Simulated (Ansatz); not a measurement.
One change: `O/C=C/[SiH2]Cl` becomes `O/C=C/[SiH2][SiH3]`.

Ansatz, PBE0-D4/def2-TZVP geometries, multiplicity 1. Each molecule was computed in one conformer, which needn't be the lowest.

```csv
property,`O/C=C/[SiH2]Cl`
HOMO energy (PBE/def2-TZVPP) / eV,-6.16
LUMO energy (B3LYP/def2-TZVPP) / eV,-0.54
HOMO–LUMO gap (PBE0/def2-TZVPP) / eV,7.01
size of the dipole moment (B3LYP/def2-TZVPP) / D,3.43
LUMO energy (PBE/def2-TZVPP) / eV,-1.29
HOMO–LUMO gap (B3LYP/def2-TZVPP) / eV,6.56
```

Question: Give the same properties after the change, and the shifts. (Estimate.)

Answer: Computed: 
| property | `O/C=C/[SiH2][SiH3]` | shift |
| --- | --- | --- |
| HOMO energy (PBE/def2-TZVPP) / eV | -5.72 | 0.44 |
| LUMO energy (B3LYP/def2-TZVPP) / eV | -0.30 | 0.24 |
| HOMO–LUMO gap (PBE0/def2-TZVPP) / eV | 6.75 | -0.26 |
| size of the dipole moment (B3LYP/def2-TZVPP) / D | 2.45 | -0.98 |
| LUMO energy (PBE/def2-TZVPP) / eV | -1.02 | 0.27 |
| HOMO–LUMO gap (B3LYP/def2-TZVPP) / eV | 6.34 | -0.22 |

With PBE0 the HOMO rises by 0.50 eV and the LUMO rises by 0.24 eV, so the gap narrows by about 0.26 eV. PBE moves the HOMO by 0.44 eV and ωB97M-V by 0.58 eV. Dipoles are sizes alone; their direction can turn.

B3LYP here is the variant with VWN-RPA as its local correlation; programs differ in this.
